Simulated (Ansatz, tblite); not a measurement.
Isomers of Ti₂O₅H₂ (singlet), found by a short tight-binding search and relaxed with PBE-D4/def2-SVP in Ansatz.

The xTB rows come from tblite. Correlated methods freeze 15 core orbitals; core or outer-core shells of Ti are correlated, in sets that lack core-valence functions.

B: It holds 1 O–O bond. C: At CCSD(T)/def2-SVP the test of the restricted singlet for broken spin symmetry was undecided. It holds 1 O–O bond.

Other spin states weren't relaxed.

A:

```csv
atom,x (Å),y (Å),z (Å)
Ti1,0.925,-0.599,-0.490
Ti2,-0.921,0.601,0.498
O3,-0.308,-1.331,0.495
O4,2.378,-1.455,-1.152
O5,-2.231,1.595,1.259
O6,0.903,0.833,0.686
O7,-0.651,0.440,-1.214
H8,-2.945,2.222,1.062
H9,2.849,-2.304,-1.145
```

B:

```xyz
9

Ti    0.3557    0.7641   -0.1053
Ti   -0.5960   -1.5810    0.0691
O    -1.4516   -0.5262    1.3597
O    -0.9315    0.7815    1.2738
O     1.0156   -0.8541    0.4737
O    -0.7380   -0.2645   -1.1705
O     1.2548    2.2584   -0.5279
H     1.9204    2.6959   -1.0834
H    -0.8294   -3.2742   -0.2891
```

C:

Cartesian coordinates in Å:
```
Ti 1.372 -0.130 -0.687
Ti -0.892 0.134 0.408
O -0.258 0.613 -1.206
O 1.265 0.759 1.011
O 0.072 -1.281 0.364
O 2.012 1.451 -0.008
O -2.653 0.100 0.789
H 2.482 -1.136 -1.588
H -3.400 -0.510 0.916
```

Problem. Estimate which lies lowest at each level, and how far above it the others are (kcal/mol).

Solution. 
```
               level    A      B      C
            GFN1-xTB  0.0   28.7   49.6
            GFN2-xTB  0.0   12.2   27.5
         HF/def2-SVP  0.0   96.5  116.0
    PBE-D4/def2-TZVP  0.0   83.8   99.7
 r2SCAN-D4/def2-TZVP  0.0   86.4  103.1
    B97M-V/def2-TZVP  0.0   82.7   99.1
r2SCANh-D4/def2-TZVP  0.0   88.1  104.9
   PBE0-D4/def2-TZVP  0.0   88.4  104.7
        MP2/def2-SVP  0.0  102.8  113.4
       CCSD/def2-SVP  0.0   93.0  107.9
    CCSD(T)/def2-SVP  0.0   91.4  106.3
```
Point groups (tolerance 0.1 Å): A C2, B Cs, C not assigned. Lower isomers may exist.
